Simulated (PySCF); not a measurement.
MSH across group 13

Level: PBE0, basis family def2-TZVP, scalar-relativistic core potentials from Rb on and no relativity for lighter atoms.

Each entry is the lowest minimum that a search over a few typed start shapes (and spin states, where more than one is plausible) found, or that minimum re-optimised at the stated level; isomers with ligand–ligand bonds, or fragments after loss of a ligand pair, can lie lower. Open shells are unrestricted; no spin–orbit coupling; PySCF with density fitting.

```tsv
molecule	2S+1	point group	mean bond to the central atom (Å)	polar-tensor charge of the central atom	distinct angles (°)	lowest ω (cm⁻¹)	gap (eV)
HBS	?	?	?	?	?	?	?
HAlS	1	C∞v	1.784	0.80	180	425	5.64
HGaS	1	C∞v	1.769	0.70	180	472	5.75
HInS	1	C∞v	1.927	0.74	180	437	5.21
HTlS	1	C∞v	1.938	0.69	180	471	5.24
```

(1) Fill in the row of HBS.

Results:

(1) 2S+1: 1; point group: C∞v; mean bond to the central atom (Å): 1.386; polar-tensor charge of the central atom: 0.37; distinct angles (°): 180; lowest ω (cm⁻¹): 730; gap (eV): 7.35.

Spin–orbit coupling can matter for HTlS.

Left out of the table are members whose search was unfinished or whose lowest solution was spin-contaminated, unstable, very soft or bonded differently.
